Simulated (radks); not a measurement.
Valence configurations of Ti I (all share [Ar]). All-electron calculation, Dirac Kohn-Sham, BLYP, spin-unpolarised, spherical densities, point nucleus; open shells fill j = l - 1/2 first. Program: a radial shooting solver on a logarithmic mesh with Libxc functionals. Energies are relative to 3d2 4s2; eigenvalues in eV.

valence          E (eV)  e(3d3/2)  e(4p1/2)  e(4p3/2)  e(4s1/2)
3d2 4s2           0.000    -4.151         -         -    -4.333
3d3 4s1           1.102    -1.833         -         -    -3.657
3d2 4s1.5 4p0.5   1.514    -4.791    -1.667         -    -4.747
3d2.5 4s1 4p0.5   1.757    -3.394    -1.485         -    -4.357
3d2 4s1 4p1       3.080    -5.385    -1.938         -    -5.118
3d2 4p2           6.349    -6.474    -2.415         -         -
3d1 4s1 4p2       8.451   -10.348    -2.867         -    -6.684
3d0.5 4s1 4p2.5  12.806   -13.214    -3.343    -3.288    -7.472
4s2 4p2          13.979         -    -3.397         -    -7.703
4s1 4p3          18.409         -    -3.821    -3.758    -8.251

NIST lists [Ar] 3d2 4s2 as the ground configuration; this level of theory agrees among the configurations tried. The energies are those of spherical spin-averaged densities, not of single terms.
